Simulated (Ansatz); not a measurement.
Mn(SH)2 (MnH2S2), relaxed as a doublet with UKS PBE-D4/def2-TZVP in Ansatz, starting from the PBE-D4/def2-TZVP geometry of the neutral sextet. Force threshold 0.02 eV/Å.

The charge 0 doublet is spin-contaminated (final ⟨S²⟩ up to 2.62, 0.75 for a pure state). At PBE-D4/def2-TZVP a sextet of charge 0 lies 2.17 eV below the doublet, each at its own geometry.

Start:

Cartesian coordinates in Å:
```
Mn 0.1383 -0.3486 -0.2281
S 1.2976 -1.0011 1.5905
H 1.7825 0.2434 1.8368
S -1.0631 0.4112 -1.9767
H -2.1553 0.6952 -1.2226
```

```json
{"step": "1", "energy (eV)": "-53008.9427", "largest force component (eV/Å)": "0.405", "SCF passes": "123"}
{"step": "2", "energy (eV)": "-53008.9580", "largest force component (eV/Å)": "0.131", "SCF passes": "54"}
{"step": "3", "energy (eV)": "-53008.9626", "largest force component (eV/Å)": "0.047", "SCF passes": "51"}
{"step": "4", "energy (eV)": "-53008.9686", "largest force component (eV/Å)": "0.049", "SCF passes": "55"}
{"step": "5 (rejected)", "energy (eV)": "-53008.9684", "largest force component (eV/Å)": "0.138", "SCF passes": "63"}
{"step": "6", "energy (eV)": "-53008.9689", "largest force component (eV/Å)": "0.019", "SCF passes": "42"}
{"step": "7", "energy (eV)": "-53008.9707", "largest force component (eV/Å)": "0.057", "SCF passes": "69"}
{"step": "8", "energy (eV)": "-53008.9721", "largest force component (eV/Å)": "0.036", "SCF passes": "69"}
{"step": "9 (rejected)", "energy (eV)": "-53008.9479", "largest force component (eV/Å)": "0.810", "SCF passes": "78"}
{"step": "10", "energy (eV)": "-53008.9751", "largest force component (eV/Å)": "0.151", "SCF passes": "63"}
{"step": "11 (rejected)", "energy (eV)": "-53008.9741", "largest force component (eV/Å)": "0.326", "SCF passes": "56"}
{"step": "12", "energy (eV)": "-53008.9776", "largest force component (eV/Å)": "0.052", "SCF passes": "60"}
{"step": "13", "energy (eV)": "-53008.9791", "largest force component (eV/Å)": "0.049", "SCF passes": "43"}
{"step": "14", "energy (eV)": "-53008.9797", "largest force component (eV/Å)": "0.123", "SCF passes": "57"}
{"step": "15", "energy (eV)": "-53008.9803", "largest force component (eV/Å)": "0.026", "SCF passes": "61"}
{"step": "16", "energy (eV)": "-53008.9804", "largest force component (eV/Å)": "0.008", "SCF passes": "54"}
```

Force components are those of the run's own axes.

End:

```xyz
5

Mn    0.269   -0.671   -0.444
S     1.390   -0.922    1.441
H     1.295    0.382    1.811
S    -1.131    0.258   -1.875
H    -1.822    0.952   -0.933
```

By distances, no bond broke or formed. The bond that changes most is Mn1–S4, from 2.25 to 2.21 Å (atoms count from 1).

The force fell under the threshold at step 6, but the optimiser went on and released 0.012 eV more. No frequencies were taken in this run, so the end may be a saddle point.

Run time 38 s (2 threads of Intel Xeon 6975P-C on a shared host).
